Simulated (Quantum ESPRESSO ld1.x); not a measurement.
Question: The table gives one normalised radial function P(r) = r R(r) of Bi77+ in [He] 2s2 2p2 (r in bohr). All-electron calculation, scalar-relativistic Kohn-Sham, LDA (Slater exchange, VWN5 correlation), spin-polarised, spherical densities, point nucleus; open shells are filled with parallel spins first (spin-orbit coupling, left out, can overturn this in heavy ions). Program: ld1.x of Quantum ESPRESSO 7.5.

r           P
0.0006047  0.0125
0.0006656  0.0146
0.0007268  0.0169
0.0008     0.0198
0.0008807  0.0231
0.0009694  0.0270
0.001059   0.0312
0.001165   0.0365
0.001283   0.0427
0.001401   0.0493
0.001542   0.0577
0.001697   0.0675
0.001868   0.0789
0.00204    0.0911
0.002245   0.1065
0.002472   0.1244
0.002699   0.1435
0.002971   0.1675
0.00327    0.1954
0.0036     0.2279
0.003931   0.2621
0.004327   0.3051
0.004763   0.3548
0.005201   0.4070
0.005725   0.4720
0.006302   0.5466
0.006937   0.6317
0.007575   0.7200
0.008339   0.8286
0.009179   0.9511
0.01002    1.0763
0.01103    1.2279
0.01214    1.3957
0.01337    1.5797
0.0146     1.7625
0.01607    1.9764
0.01769    2.2037
0.01932    2.4216
0.02126    2.6661
0.0234     2.9130
0.02576    3.1558
0.02813    3.3685
0.03097    3.5814
0.03409    3.7649
0.03722    3.8986
0.04097    3.9971
0.0451     4.0369
0.04965    4.0101
0.05421    3.9224
0.05968    3.7563
0.06569    3.5191
0.07173    3.2454
0.07896    2.8965
0.08691    2.5111
0.09567    2.1084
0.1045     1.7415
0.115      1.3624
0.1266     1.0215
0.1382     0.7531
0.1522     0.5143
0.1675     0.3320
0.1844     0.2015
0.2013     0.1201
0.2216     0.0636

Which n and l does it have? It may be an empty orbital.

Answer: n = 2, l = 1: the number of nodes gives n - l - 1 = 0, the rise at small r (about r^(l+1), flatter next to the nucleus through relativity) gives l, and the extent must fit the shell. The curve is that of 2p up; the table hardly tells the two spins apart. 2p up: eigenvalue -22249 eV, 0 radial nodes, <r> = 0.0581 bohr, 90 % of the charge inside 0.0943 bohr.
